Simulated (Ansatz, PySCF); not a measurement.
B(H)(F)(OEt) (C₂H₆BFO), SMILES FBOCC. Atoms are numbered in the order given.

```xyz
11

B     -1.0276     0.9263    -0.1799
H     -2.1518     1.2843    -0.4126
F     -0.0031     1.7271    -0.4897
O     -0.8129    -0.2678     0.3894
C      0.4944    -0.7700     0.6803
C      1.0404    -1.5731    -0.4876
H      1.1717     0.0626     0.9309
H      0.3895    -1.4046     1.5737
H      1.1874    -0.9311    -1.3701
H      2.0120    -2.0198    -0.2234
H      0.3473    -2.3844    -0.7586
```
Charge 0, spin multiplicity 1.

Coordinates come from a B3LYP-D3(BJ)/def2-SVP optimisation. The structure was generated by enumeration, and PubChem lists no compound with its InChIKey, so it may never have been made. The values are those of a single conformer.

Two levels are set side by side: PBE-D3(BJ)/def2-SVP (Ansatz, an electronic-structure program) and B3LYP-D3(BJ)/def2-SVP (Ansatz). Each level has its own optimised geometry; the coordinates shown are those of the second. Frequencies come from the Hessian of PySCF at each geometry. Differences are taken from unrounded values.

| quantity | B3LYP-D3(BJ) |
|---|---|
| mean bond length (Å) | 1.234 |
| bond B1–F3 (Å) | 1.337 |
| bond B1–O4 (Å) | 1.340 |
| bond O4–C5 (Å) | 1.430 |
| bond C5–C6 (Å) | 1.519 |
| bond B1–H2 (Å) | 1.203 |
| bond C5–H7 (Å) | 1.102 |
| bond C5–H8 (Å) | 1.101 |
| bond C6–H9 (Å) | 1.101 |
| bond C6–H10 (Å) | 1.102 |
| bond C6–H11 (Å) | 1.101 |
| highest harmonic wavenumber (cm⁻¹) | 3131 |
| mean harmonic wavenumber (cm⁻¹) | 1414 |
| zero-point energy (kcal/mol) | 54.57 |

Task: What does PBE-D3(BJ) give, and how far is it from B3LYP-D3(BJ)? (The exact figures need the calculation; the answer reports its results.)

Result: 
| quantity | PBE-D3(BJ) | PBE-D3(BJ) minus B3LYP-D3(BJ) |
|---|---|---|
| mean bond length (Å) | 1.241 | 0.008 |
| bond B1–F3 (Å) | 1.345 | 0.008 |
| bond B1–O4 (Å) | 1.350 | 0.010 |
| bond O4–C5 (Å) | 1.437 | 0.006 |
| bond C5–C6 (Å) | 1.520 | 0.001 |
| bond B1–H2 (Å) | 1.213 | 0.011 |
| bond C5–H7 (Å) | 1.111 | 0.008 |
| bond C5–H8 (Å) | 1.110 | 0.009 |
| bond C6–H9 (Å) | 1.109 | 0.007 |
| bond C6–H10 (Å) | 1.109 | 0.007 |
| bond C6–H11 (Å) | 1.108 | 0.007 |
| highest harmonic wavenumber (cm⁻¹) | 3078 | -53 |
| mean harmonic wavenumber (cm⁻¹) | 1376 | -38 |
| zero-point energy (kcal/mol) | 53.10 | -1.47 |

Exact exchange shortens and stiffens bonds; PBE has none. Differences between two approximate levels are no errors against the true value.
